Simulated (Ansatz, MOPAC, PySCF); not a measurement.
Ligands exchanged one at a time, Al CH3-NH2. All species are isolated molecules in the gas phase. Strings in code marks are SMILES.

Quantity: redistribution energy (mixed species minus the weighted end members), in kJ/mol. Semi-empirical values (MOPAC) are differences of heats of formation.

Level 1: frozen-core MP2/cc-pVTZ // B3LYP-D3(BJ)/def2-TZVP (Ansatz, a first-principles code)
Level 2: B3LYP/3-21G // B3LYP-D3(BJ)/def2-TZVP (PySCF)
Level 3: PBE/6-31G* // B3LYP-D3(BJ)/def2-TZVP (PySCF)
Level 4: PM6 // B3LYP-D3(BJ)/def2-TZVP (MOPAC)

```tsv
species	level 2	level 3	level 4
1 of 3 CH3 replaced by NH2: `[CH3][Al]([CH3])[NH2]`	-23.28	-18.33	-11.54
2 of 3 CH3 replaced by NH2: `[CH3][Al]([NH2])[NH2]`	-18.55	-14.91	-11.06
```

### Question
What does level 1 give for each?

### Answer

- 1 of 3 CH3 replaced by NH2: `[CH3][Al]([CH3])[NH2]`: -13.30
- 2 of 3 CH3 replaced by NH2: `[CH3][Al]([NH2])[NH2]`: -11.25
